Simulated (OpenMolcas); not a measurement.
**Te+: RASPT2 settings compared**

```json
{
  "Program": "OpenMolcas",
  "Basis": "ANO-R3 [8s7p5d4f3g2h]",
  "Scalar Hamiltonian": "X2C, finite nucleus",
  "Active space": "5 electrons in 9 orbitals (RAS2 5s 5p; RAS3 5d, at most 2 electrons)",
  "State averaging": "2S+1 = 4 odd, 1 root; 2S+1 = 2 odd, 8 roots kept (CI in the orbitals of an earlier block); 2S+1 = 4 even, 3 roots; 2S+1 = 2 even, 9 roots kept (CI in the orbitals of an earlier block)",
  "Spin-orbit coupling": "state interaction with AMFI integrals over the reference wave functions, term energies averaged over their components"
}
```

Methods on the same reference wave functions:
A. RASSCF
B. SS-RASPT2, IPEA 0.35 Eh, imaginary shift 0.3 Eh (closed shells correlated: 4d)
C. SS-RASPT2, IPEA 0.5 Eh, imaginary shift 0.05 Eh (closed shells correlated: 4d)
D. XMS-RASPT2, IPEA 0.75 Eh, sigma1 regulariser 0.15 Eh (closed shells correlated: none)

Energies in cm-1 above 5s2 5p3 4S* 3/2, the measured ground level; measured values from NIST Handbook of Basic Atomic Spectroscopic Data.

```csv
Level,A,B,C,D,Measured
5s2 5p3 4S* 3/2,0.0,0.0,0.0,0.0,0.0
5s2 5p3 2D* 3/2,13765,10530,10600,10770,10222
5s2 5p3 2D* 5/2,15627,12310,12380,12560,12422
5s2 5p3 2P* 1/2,24187,21040,21130,21260,20547
5s2 5p3 2P* 3/2,26724,23630,23710,23850,24032
5s 5p4 4P 5/2,69389,72570,72660,69210,71193
5s 5p4 4P 3/2,72789,76010,76090,72620,74893
5s 5p4 4P 1/2,74267,77410,77500,74060,
```

Deviations, from unrounded energies. A percentage is the sum of absolute deviations over the sum of measured energies, with the sign that they share, or ± where signs differ.

```tsv
Against measurement	Levels	A	B	C	D
mean absolute deviation (cm-1)	6	2800	630	660	970
other terms of the ground configuration (%)	4	+19.5	±2.0	±2.0	±2.3
other configurations (%)	2	-2.7	+1.7	+1.8	-2.9
```

B, C lie about equally close to measurement and A furthest from it. The largest miss of B in the table is 5s 5p4 4P 5/2, by +1400 cm-1. The ranking rests on the paired levels alone, and a cruder setting can come out closer through cancelling errors.

Among B to D the level of the table that moves most is 5s 5p4 4P 3/2, by 3500 cm-1 (lowest in D, highest in C). Moves below CASPT2's spread within the term are not significant.

The two smallest mean deviations differ by little beside CASPT2's spread within terms, so their order carries little weight.

From A to B the spin-free energies of the other terms of 5s2 5p3 shown, above 4S*, scale by factors of 0.77 to 0.86.

The lowest spin-free term lies below A's lowest term by 0.548 hartree in B, 0.546 hartree in C, 0.027 hartree in D.

Term energies are means over components that CASPT2 splits; among the terms shown or strongly mixed into the levels shown the widest spread is 90 cm-1 (5s2 5p3 2D*, D). Terms from blocks run as CI alone lack orbitals of their own. The run also gave levels led by 5s2 5p2 5d, which use shells meant for correlation; these and all levels above them are left out. Some terms mix strongly with configurations of 5d, whose occupation reaches 0.18 (5s 5p4 4P). Measured partners are found by configuration, term and J. A level has none where our copy of the source lacks it or the pairing is in doubt (some pairs that miss far off the trend of their configuration count as doubtful), and it then counts in no deviation. Only configurations of the active space appear. Levels that lie high or do not pair safely by name in every column are left out.

* marks odd parity.
